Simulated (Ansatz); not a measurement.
Molecule: CH4BO2, charge -1, multiplicity 1. It need not be the lowest isomer of its formula. Whether it binds its extra electron was not tested at this geometry. 
Geometry from a B3LYP-D3(BJ)/def2-TZVP (Ansatz, a program for electronic structure) optimisation:
```
B
O 1 1.4317
H 2 0.9599 1 106.61
O 1 1.4317 2 109.27 3 180.00
H 4 0.9599 1 106.61 2 -180.00
C 1 1.4699 2 125.36 3 0.00
H 6 1.0907 1 123.45 2 180.00
H 6 1.0907 7 113.11 1 180.00
```
Charge -1, spin multiplicity 1.

Total electronic energies in hartree. Cores are frozen in the correlated levels unless marked. Spin-orbit coupling is left out. No relativistic terms. CBS(X,Y): correlation extrapolated as X^-3; Hartree-Fock from the larger set.

```tsv
level	program	energy (Eh)
HF/6-31G*	Ansatz	-214.63662
SVWN5/def2-TZVPD	Ansatz	-214.27893
r2SCAN/def2-TZVPD	Ansatz	-215.88293
r2SCAN-D3(BJ)/def2-TZVPD	Ansatz + dftd3	-215.88402
B3LYP-D4/def2-TZVPD	Ansatz + dftd4	-216.01847
PBE0/def2-TZVP	Ansatz	-215.74489
BHLYP-D3(BJ)/def2-TZVPD	Ansatz + dftd3	-215.88967
BHLYP-D4/def2-TZVPD	Ansatz + dftd4	-215.88960
HSE06-D4/def2-TZVPD	Ansatz + dftd4	-215.74447
B2PLYP/def2-TZVPD	Ansatz	-215.83960
PBE-QIDH/def2-TZVPD	Ansatz	-215.72007
RPA@PBE/cc-pVTZ	Ansatz	-215.92132
MP2/6-31G	Ansatz	-214.95111
MP2/6-31G*	Ansatz	-215.20687
MP2/aug-cc-pVDZ	Ansatz	-215.36294
MP2/cc-pVDZ	Ansatz	-215.28003
MP2/cc-pwCVTZ	Ansatz	-215.54088
RI-MP2/aug-cc-pVQZ	Ansatz	-215.61917
SCS-MP2/aug-cc-pVTZ	Ansatz	-215.54403
CCSD/aug-cc-pVDZ	Ansatz	-215.38599
CCSD/cc-pVDZ	Ansatz	-215.30814
CCSD/cc-pVQZ	Ansatz	-215.61360
CCSD(T)/CBS(aug-cc-pVTZ,aug-cc-pVQZ)	Ansatz	-215.6929
```

Totals of different functionals don't rank their quality; only differences between species are comparable.
